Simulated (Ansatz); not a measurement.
`C=[CH][AlH][SiH2]Cl` from Hartree–Fock to CCSD(T)

```xyz
11

C     1.423    0.754   -1.293
C     0.169    1.218   -1.268
Al   -1.162    0.505   -0.057
Si   -0.636   -1.304    1.535
Cl    1.337   -1.960    1.433
H     1.756   -0.045   -0.636
H     2.177    1.147   -1.972
H    -0.071    2.021   -1.966
H    -2.652    1.061   -0.041
H    -1.483   -2.509    1.315
H    -0.858   -0.888    2.949
```

The species carries charge 0 and has multiplicity 1. The geometry is a stationary point of PBE0-D4/def2-TZVP. It is one conformer, not always the lowest. Frozen core, restricted reference, Ansatz. CBS rows extrapolate triple and quadruple zeta; past MP2 they add the triple-zeta difference.

| basis | HF (Eh) | MP2 corr. | CCSD corr. | (T) | CCSD(T) total |
| --- | --- | --- | --- | --- | --- |
| def2-TZVPP | ? | -0.70709 | -0.77185 | ? | ? |
| def2-QZVPP | -1069.69287 | -0.76266 | – | – | – |
| CBS(def2) | ? | ? | -0.86858 | as TZ | ? |

Fill in the withheld values. (Best estimate.)

Ansatz gave: def2-TZVPP HF (Eh): -1069.66080; def2-TZVPP (T): -0.03311; def2-TZVPP CCSD(T) total: -1070.46576; CBS(def2) HF (Eh): -1069.69729; CBS(def2) MP2 corr.: -0.80382; CBS(def2) CCSD(T) total: -1070.59898.
